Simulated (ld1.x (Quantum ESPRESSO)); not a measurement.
# Ranking TM potentials for O (Z = 8)

All share these settings but for the change named:

- Element: O (Z = 8)
- Generator: ld1.x (Quantum ESPRESSO) 7.5
- Type: norm-conserving Troullier–Martins (Kleinman–Bylander form)
- Functional: PBE
- Relativity: scalar-relativistic
- Frozen core: [He]
- Valence charge: 6
- Reference configuration: 2s2 2p3 (charge +1)
- Partial waves: 2p (bound): rc 1.20 bohr; 2s (bound): rc 0.85 bohr
- Local potential: the s channel
- Core correction: a·sin(br)/r model core, default radius (core density twice the valence density)

Test errors are all-electron minus pseudo excitation energies from the reference, over 2s2 2p4; 2s2 2p2; 2s2 2p1; 2s0 2p6; 2s2 2p3.5; 2s1 2p5; 2s2 2p0. None of these files shows a bound ghost.

The base gives 818.7 meV.

Of 8 variants that were run, those that failed, showed a ghost or another fault, or gave nearly equal values are left out.

A variant can come out equal or close to the base, since the largest error may sit in a test that the change hardly touches while other tests move.

(1) Rank these variants by their largest absolute test error, smallest first.
A. wave 2s (bound): rc 0.85 bohr becomes 2s (bound): rc 0.64 bohr
B. wave 2s (bound): rc 0.85 bohr becomes 2s (bound): rc 1.06 bohr
C. wave 2s (bound): rc 0.85 bohr becomes 2s (bound): rc 1.24 bohr

## Answers

(1) A (811.9 meV), B (1007.5 meV), C (1226.0 meV).
